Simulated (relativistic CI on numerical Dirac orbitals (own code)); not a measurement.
Au65+: q coefficients and field-shift factors

Calculated at this level of theory: Dirac-Coulomb-Breit CI, KLI orbitals optimised for each configuration, derivatives by finite differences, unscaled Slater integrals, QED left out (own radial code, finite nucleus).

Configurations in the expansion (outside the closed core [Ne]): 3s²3p², 3s²3p3d, 3s3p³, 3s²3d², 3p⁴, 3s3p²3d, 3p²3d², 3s3p3d². Levels of other configurations are missing.

With x = (α/α₀)² − 1 an excitation energy changes as ω = ω₀ + qx; K = 2q/ω₀ is the relative enhancement. Terms are leading LS components, so labels can repeat. The field-shift factor is F = δν/δ⟨r²⟩ for the transition from the lowest level.

Lowest level 3s²3p² ³P0.

| Level | ω₀ (cm⁻¹) | q (cm⁻¹) | F (GHz/fm²) |
| --- | --- | --- | --- |
| 3s²3p² ³P1 | 3865722 | 5.003e+06 | -972 |
| 3s²3p² ¹D2 | 3947972 | 4.997e+06 | -979 |
| 3s3p³ ³P°2 | 5436124 | 5.451e+06 | -12700 |
| 3s3p³ ³D°1 | 5675670 | 5.383e+06 | -10400 |
| 3s²3p3d ³F°2 | 5818232 | 5.105e+06 | -1010 |
| 3s²3p3d ³D°1 | 6235773 | 5.26e+06 | -3670 |
| 3s²3p3d ³P°2 | 6879141 | 6.054e+06 | -1150 |
| 3s²3p3d ³F°3 | 6892149 | 6.064e+06 | -915 |
| 3s3p²3d ³D1 | 7414290 | 5.58e+06 | -13000 |
| 3s3p²3d ³D2 | 7480299 | 5.597e+06 | -13000 |
| 3s²3p² ³P2 | 7878811 | 1.001e+07 | -2080 |
| 3s²3p² ¹S0 | 8058642 | 1.003e+07 | -2070 |
| 3s3p²3d ³D3 | 8434988 | 6.523e+06 | -13000 |
| 3s3p²3d ³F2 | 8560286 | 6.545e+06 | -13100 |
| 3s3p³ ³D°2 | 9217496 | 1.04e+07 | -13500 |
| 3s3p³ ³D°3 | 9392626 | 1.042e+07 | -13300 |
| 3s3p³ ³P°0 | 9483880 | 1.039e+07 | -12200 |
| 3s3p³ ¹D°2 | 9626222 | 1.034e+07 | -9980 |
| 3s3p³ ³P°1 | 9634189 | 1.04e+07 | -11600 |
| 3s3p³ ³S°1 | 9737961 | 1.045e+07 | -13700 |
| 3s²3p3d ³F°3 | 10029241 | 1.015e+07 | -2280 |
| 3s²3p3d ³P°1 | 10083692 | 1.024e+07 | -4400 |
| 3s²3p3d ³P°0 | 10088147 | 1.023e+07 | -3710 |

At this charge energies of transitions that change n are usually good to better than 1 %, and those within a shell (Δn = 0) to a few per cent.

(1) Which transition from the lowest level has the largest |K|?

Answers

(1) 3s²3p² ³P1 at 3865722 cm⁻¹, K = 2.59.
